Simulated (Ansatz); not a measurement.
`C#CB(F)F` + HI → `FB(F)I` + `C#C` at 700 K and 1 bar (ligand exchange at a B–C bond).

Computed with Ansatz on PBE0-D4/def2-TZVP structures; ΔE is electronic, products minus reactants. CBS: MP2 limit from def2 TZ/QZ plus the TZ coupled-cluster correction, frozen cores. This one scheme is used for every species. Elements past krypton have def2 core potentials. For I outer-core shells are correlated without core-valence functions, which leaves a few kJ/mol of doubt a bond.

| species | CCSD(T)/CBS energy (Eh) | H − E (kJ/mol) | S (J/(mol·K)) |
| --- | --- | --- | --- |
| `C#CB(F)F` | -301.15247 | 127.9 | 369.6 |
| HI | -298.03592 | 34.6 | 231.7 |
| `FB(F)I` | -521.96394 | 66.3 | 352.6 |
| `C#C` | -77.22717 | 102.1 | 244.4 |

H − E and S are ideal-gas, rigid-rotor, harmonic terms from PBE0-D4/def2-TZVP. 1 Eh = 2625.50 kJ/mol, R = 8.31446 J/(mol·K).

Problem. By hand: ΔE, ΔH, ΔS and ΔG.

Solution. ΔE = (-521.96394) + (-77.22717) − (-301.15247) − (-298.03592) = -0.00272 Eh = -7.1 kJ/mol. Δ(H − E) = 66.3 + 102.1 − 127.9 − 34.6 = 5.9, so ΔH = -1.2 kJ/mol. ΔS = 352.6 + 244.4 − 369.6 − 231.7 = -4.3 J/(mol·K). ΔG = -1.2 − 700 × (-4.3)/1000 = 1.8 kJ/mol.

Problem. By hand: the equilibrium constant, and the temperature at which ΔG would vanish if ΔH and ΔS stayed fixed.

Solution. log₁₀ K = −ΔG/(RT ln 10) = -0.1. ΔG = 0 at ΔH/ΔS = 279 K, though so small a ΔH makes that figure unsure.

TΔS isn't small against ΔH here. The sign of ΔG lies within the doubt. A doubt of 5 kJ/mol in ΔE shifts log₁₀ K by 0.4 here. These are equilibria of isolated gas molecules and say nothing of rates. Largest T1 diagnostic: 0.014 (customary marks: 0.02 for closed shells, 0.045 for open ones).
